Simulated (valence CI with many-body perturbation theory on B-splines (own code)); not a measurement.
E1 transitions of Rb5+

Level of theory: configuration interaction combined with many-body perturbation theory (CI+MBPT): four valence electrons over a frozen Dirac-Fock core [Ar] 3d10, radial functions for each j: 11 s, 11 p, 10 d, 8 f, 5 g, 2 h, with the one-electron correlation potential Σ1, the two-electron term Σ2, the three-electron term Σ3, Breit, model QED; selected CI, second order for the rest, scaled by the run's own slope (own B-spline code, finite nucleus).

Against 13 measured levels this calculation errs by 121 cm⁻¹ on average and by 245 at most. These come from a selection out of Sansonetti, J. Phys. Chem. Ref. Data 35, 301 (2006). Levels without a partner in it may be off by more. Among the levels kept, up to 1100 cm⁻¹ of a level comes from second order outside the variational space, and about a tenth of that is noise between levels of different J, which matters for small intervals.

Lines 151 to 200 of 581 in falling wavelength, among levels below 503880 cm⁻¹, chosen from the strongest by gf and those to the six lowest levels. Wavelengths and rates use the calculated energies, so an error of 100 cm⁻¹ moves a line at 806.1 Å by 0.081 % and its rate by three times that or more. Electric multipoles are in the length gauge, E1 and E2 with the static RPA response of the core. Weak lines are less certain than strong ones. Lines between different terms over intervals too small for the method are left out, as are lines whose strength nearly cancels. Where a level lies close to another of its J and parity, the split of strength between their lines is uncertain. The highest levels of a list are the least certain.

Names give the largest LS component (configuration and term), which can be under half, so a name can repeat, a term be missing and a line seem to break the LS rules; names also repeat where a configuration has a term twice. Letters in brackets count levels of one name in rising energy.

```
λ vac (Å)  λ from measured levels                Upper               Lower   A (s⁻¹)  log gf  Branch %
     1004                              4s2.4p.6s 3P°_2      4s2.4p.5p 3S_1  7.04e+08   -0.27       6.7
    989.9                              4s2.4p.6s 3P°_1      4s2.4p.5p 3P_0  4.26e+08   -0.73       3.5
    981.3                              4s2.4p.6s 3P°_1      4s2.4p.5p 3D_2  2.30e+09    0.00      18.9
    980.7                              4s2.4p.6s 3P°_0  4s2.4p.5p 3D_1 [b]  3.29e+09   -0.32      31.2
    971.0                                 4s.4p3 5S°_2        4s2.4p2 3P_2  5.12e+06   -2.44      59.4
    970.5                                     4p4 3P_2        4s.4p3 3S°_1  2.35e+08   -0.78       5.9
    970.2                              4s2.4p.6s 3P°_2      4s2.4p.5p 3P_2  1.20e+09   -0.07      11.4
    969.5                               4s2.4p.5p 1S_0     4s2.4p.4d 1P°_1  1.26e+09   -0.75      26.6
    963.2                              4s2.4p.6s 3P°_2      4s2.4p.5p 3D_3  2.22e+09    0.19      21.1
    944.4                              4s.4p2.5p 3P°_2  4s.4p2.4d 3D_3 [a]  7.31e+08   -0.31      14.0
    942.2                              4s.4p2.5p 3P°_1  4s.4p2.4d 3D_2 [a]  7.47e+08   -0.53      14.5
    936.4                              4s2.4p.6s 1P°_1      4s2.4p.5p 3P_1  9.87e+08   -0.41       6.7
    934.3                              4s.4p2.5p 3P°_2  4s.4p2.4d 3D_2 [a]  2.66e+08   -0.76       5.1
    924.3                              4s2.4p.6s 3P°_1  4s2.4p.5p 3D_1 [a]  1.20e+09   -0.33       9.9
    921.8                               4s2.4p.5p 3D_3     4s2.4p.4d 3D°_3  3.19e+08   -0.55       7.5
    920.4                               4s2.4p.5p 3P_0     4s2.4p.4d 3P°_1  1.97e+09   -0.60      43.3
    918.5                               4s2.4p.5p 3P_2     4s2.4p.4d 3D°_2  4.95e+08   -0.50       5.3
    915.6                               4s2.4p.5p 3P_2     4s2.4p.4d 3D°_3  8.46e+08   -0.27       9.1
    900.9                               4s2.4p.5p 3P_1     4s2.4p.4d 1D°_2  1.05e+09   -0.42      23.9
    898.3                           4s2.4p.5p 3D_1 [b]     4s2.4p.4d 3P°_2  1.17e+09   -0.37      27.5
    890.2                               4s2.4p.5p 3S_1     4s2.4p.4d 3D°_2  5.94e+08   -0.67      13.2
    879.3                               4s2.4p.5p 3S_1     4s2.4p.4d 3D°_1  6.17e+08   -0.67      13.7
    862.6                               4s.4p2.4d 1G_4     4s2.4p.4d 1F°_3  4.32e+08   -0.36      17.2
    849.0                              4s.4p2.5p 5P°_2      4s.4p2.4d 5P_3  9.03e+08   -0.31      20.4
    838.6                              4s.4p2.5p 5S°_2      4s.4p2.4d 5P_1  5.00e+08   -0.58      11.6
    830.7                              4s.4p2.5p 5P°_3      4s.4p2.4d 5P_2  2.77e+08   -0.70       5.6
    830.7                              4s.4p2.5p 5S°_2      4s.4p2.4d 5P_2  5.34e+08   -0.56      12.4
    827.5                              4s.4p2.5p 3D°_2      4s.4p2.4d 5P_1  4.43e+08   -0.64       9.7
    817.5                              4s.4p2.5p 5P°_3      4s.4p2.4d 5P_3  3.91e+08   -0.56       7.9
    817.4                              4s.4p2.5p 5S°_2      4s.4p2.4d 5P_3  4.29e+08   -0.67      10.0
    806.1                   804.7         4s.4p3 3P°_1        4s2.4p2 1S_0  1.28e+07   -2.43       0.6
    802.8                   801.4         4s.4p3 3D°_1        4s2.4p2 1D_2  1.75e+07   -2.29       2.1
    790.7                   789.3         4s.4p3 3D°_3        4s2.4p2 1D_2  6.23e+07   -1.39       9.8
    776.0                           4s2.4p.5p 3D_1 [a]     4s2.4p.4d 3F°_2  1.73e+09   -0.33      46.1
    773.7                              4s.4p2.5p 5S°_2  4s.4p2.4d 3F_3 [a]  6.94e+08   -0.51      16.1
    768.3                              4s.4p2.5p 3D°_1  4s.4p2.4d 3F_2 [a]  1.53e+09   -0.39      32.1
    764.3                              4s.4p2.5p 3D°_2  4s.4p2.4d 3F_3 [a]  8.96e+08   -0.41      19.6
    761.4                              4s.4p2.5p 3D°_3  4s.4p2.4d 3F_4 [a]  1.49e+09   -0.04      31.5
    760.0                               4s2.4p.5p 3D_2     4s2.4p.4d 3F°_3  2.50e+09    0.03      58.7
    745.7                               4s2.4p.5p 3D_3     4s2.4p.4d 3F°_4  2.86e+09    0.22      67.5
    742.5                           4s2.4p.5p 3D_1 [b]     4s2.4p.4d 3F°_2  1.08e+09   -0.57      25.3
    741.2                              4s.4p2.5p 5D°_3      4s.4p2.4d 5D_3  3.80e+08   -0.66       8.0
    737.9                               4s2.4p.4f 1D_2     4s2.4p.4d 1P°_1  1.06e+09   -0.36       6.7
    731.9                              4s.4p2.5p 5P°_2      4s.4p2.4d 5D_3  1.20e+09   -0.32      27.1
    730.3                                     4p4 1D_2        4s.4p3 1D°_2  1.76e+09   -0.15      72.3
    727.0                              4s.4p2.5p 5P°_2      4s.4p2.4d 5D_2  8.76e+08   -0.46      19.8
    726.0                              4s.4p2.5p 5D°_4      4s.4p2.4d 5D_4  7.05e+08   -0.30      15.1
    722.1                              4s.4p2.5p 5P°_1      4s.4p2.4d 5D_2  9.04e+08   -0.67      18.8
    721.5                   720.6         4s.4p3 3D°_2        4s2.4p2 3P_2  1.59e+07   -2.21       2.1
    719.3                          4s.4p2.5p 5D°_1 [a]      4s.4p2.4d 5F_2  1.34e+09   -0.51      24.6
```
